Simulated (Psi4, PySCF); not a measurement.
The PySCF input:
```python
from pyscf import gto, scf, dft

mol = gto.M(
    atom='''
In   -0.000000   -0.000000   -0.614930
Cl    0.000000    0.000000    1.772445
''',
    basis='def2-svp',
    ecp={'In': 'def2-svp'},
    charge=0,
    spin=0,
    verbose=4,
)

mf = dft.RKS(mol)
mf.xc = 'b3lyp5'
mf.grids.atom_grid = (99, 590)
mf.grids.prune = None
mf.kernel()
```

### Question
Convert this to an input for Psi4.

### Answer
Several could match; the one computed here: 
```
memory 2 GB

molecule {
0 1
In   -0.00000000   -0.00000000   -0.61493004
Cl    0.00000000    0.00000000    1.77244540
}

set {
  basis def2-svp
  scf_type pk
  puream true
  d_convergence 1e-8
  dft_radial_points 99
  dft_spherical_points 590
}

energy('b3lyp5')
print_variables()
```

Both were run: PySCF gave -650.205132 Eh and Psi4 -650.205132 Eh, 0.000 mEh apart.
